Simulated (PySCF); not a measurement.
Compound: C6H7O (charge +1).
SMILES: `C#C[C@@H](C#[O+])CC`

Method: PySCF 2.14.0, density-fitted response routines, TDDFT PBE0/def2-SVPD, vertical, gas phase, core orbitals frozen in the response. Isolated species at its GFN2-xTB geometry (one conformer only). Torsions of this conformer, `[CH:1]#[C:2][C@@H:3]([C:4]#[O+:5])[CH2:6][CH3:7]`: C2–C3–C6–C7 69°.

Question: What does the calculation give for the low-lying excited states?

Answer: 

| state | λ (nm) | E (eV) | f | main configurations (H = HOMO, L = LUMO) |
| --- | --- | --- | --- | --- |
| S1 | 287.9 | 4.31 | 0.0006 | H→L+1 (62%), H→L (37%) |
| S2 | 276.6 | 4.48 | 0.0083 | H→L (63%), H→L+1 (36%) |
| S3 | 271.5 | 4.57 | 0.0015 | H-1→L (93%) |
| S4 | 251.7 | 4.93 | 0.072 | H-1→L+1 (89%) |
| S5 | 212.6 | 5.83 | 0.0003 | H-2→L (85%), H-2→L+1 (15%) |
| S6 | 206.7 | 6.00 | 0.0014 | H-2→L+1 (84%), H-2→L (15%) |
| S7 | 198.9 | 6.23 | 0.0097 | H-3→L (96%) |
| S8 | 194.7 | 6.37 | 0.0072 | H-3→L+1 (92%) |

Triplets (Tamm–Dancoff): T1 4.03 eV, H-1→L+1 (70%), H-1→L (17%); T2 4.10 eV, H→L+1 (67%), H→L (24%); T3 4.31 eV, H→L (74%), H→L+1 (23%).

The lowest singlet comes at 288 nm (415 kJ/mol) in the ultraviolet; it is very weak; its leading configuration is HOMO→LUMO+1 (62%). The most intense listed level is S4 at 4.93 eV (252 nm, f = 0.072), 0.62 eV above S1. Löwdin shares by element: HOMO carbon 92% or more; LUMO carbon 53% or more, oxygen 32%, hydrogen 6% or more. The listed states span 2.06 eV, and the widest gap between neighbours is 0.91 eV (S4 to S5). The oscillator strengths of these states sum to 0.101; summed over the whole spectrum of an exact calculation they would give the number of electrons, 50 (Thomas–Reiche–Kuhn). Of the 8 states listed, 1 reaches f = 0.01 and 1 stays under 0.0005. Singlets were solved by full linear response, triplets in the Tamm–Dancoff approximation.
